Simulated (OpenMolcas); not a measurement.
# Cr4+: moving the ligands

Cr4+ with 6 ligands (fluoride) in octahedral coordination (Oh) at 1.86 Å. A charge of +0.333 e stands 2.6 Å behind each ligand. Ligand basis ANO-RCC-VDZP.

- Program: OpenMolcas
- Method: CASSCF
- Basis: ANO-RCC-VDZP [5s4p2d1f]
- Scalar Hamiltonian: DKH2, point nucleus
- Active space: 2 electrons in 5 orbitals (3d)
- State averaging: 2S+1 = 3 even, 10 roots; 2S+1 = 1 even, 15 roots
- Spin-orbit coupling: state interaction with AMFI integrals over the reference wave functions

Runs around this geometry, states (labels of O, the rotations of Oh). Energies in cm-1 above the lowest state or level, χT in cm3 K/mol; under a threefold ground state the first gap can be a small split of the lowest multiplet, not the spin-orbit step; 10Dq and B are least-squares fits to the states below 45000 cm-1, weighted by degeneracy, with a free offset, and given where the rms deviation is under 5 % of |10Dq| (or 100 cm-1) and under 700 cm-1.

```
R (Å)  Ground state  First state of that spin   10Dq  B (rms of fit)  First gap with spin-orbit (degeneracies)  χT at 300 K  First state of another spin
 1.75           3T1                 3T2 22663  24016      1053 (257)                                5.7 (2, 3)        0.726                    1T2 14780
 1.86           3T1                 3T2 17360  18672      1035 (391)                                8.0 (2, 3)        0.713                    1T2 15133
 1.92           3T1                 3T2 15248  16442      1030 (441)                                9.3 (2, 3)        0.708                    1T2 15285
```

Taking |10Dq| as R^-n, n = -ln(16442 / 24016) / ln(1.92 / 1.75) = 4.1 between the shortest and longest distance. The point-charge formula for a cubic d site gives n = 5.

An orbital triplet at a regular site is open to Jahn-Teller coupling, which can distort the site and quench the lowest spin-orbit gaps and is left out. Without dynamic correlation the repulsion within the d shell is too large (B by tens of per cent), so at a given field states of lower spin stand too high. Ligand-to-metal charge-transfer states are missing. With no ligand orbital active B as a rule stays too high, so bands that hang on it stand too high and its fall with covalency is understated. With metal d orbitals alone and no dynamic correlation the field as a rule comes out too small, by tens of per cent, by up to half for chloride and softer ligands. The least metal-like active orbital is 80 % on the metal (Löwdin) and no ligand orbital is active, so the numbers are rough (holds for R = 1.75). The least metal-like active orbital is 81 % on the metal (Löwdin) and no ligand orbital is active, so the numbers are rough (holds for R = 1.86). The least metal-like active orbital is 82 % on the metal (Löwdin) and no ligand orbital is active, so the numbers are rough (holds for R = 1.92). No measured value stands beside these numbers; the geometry is a model, was not optimised and need not be the one that this ion takes.
